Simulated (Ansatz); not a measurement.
Species: ZrO₂, charge 1, doublet. ZrO2+ (parent SMILES [O]=[Zr]=[O], doublet).
B3LYP-D3(BJ)/def2-TZVP minimum from Ansatz (a program for electronic structure):
```
Zr
O 1 1.7487
O 1 1.8343 2 95.81
```
Charge +1, spin multiplicity 2.

Total energies in def2-SVP, 15 correlated electrons, 6 frozen orbitals. UHF or UKS for unpaired electrons; spin-orbit terms are left out. Cores are frozen in correlated methods (noble-gas shells, and filled d and f shells in the p block). Past Kr the def2 sets carry scalar-relativistic core potentials. The UHF reference of O2Zr+ (parent SMILES [O]=[Zr]=[O], doublet) is spin-contaminated (<S^2> up to 0.28 over the pure value in the sets run). The spin of O2Zr+ (parent SMILES [O]=[Zr]=[O], doublet) was assumed, and the state is the lowest solution found for it.

```csv
method,program,energy (Eh),minus CCSDT(Q) (mEh)
HF,Ansatz,-195.85588,477.83
MP2,Ansatz,-196.29079,42.93
CCSD,Ansatz,-196.30462,29.10
CCSD(T),Ansatz,-196.32731,6.41
CCSDT(Q),Ansatz,-196.33372,0.00
```

Rough core times of Ansatz's runs on a shared machine: CCSD(T) 70 s, CCSDT(Q) 5 min.
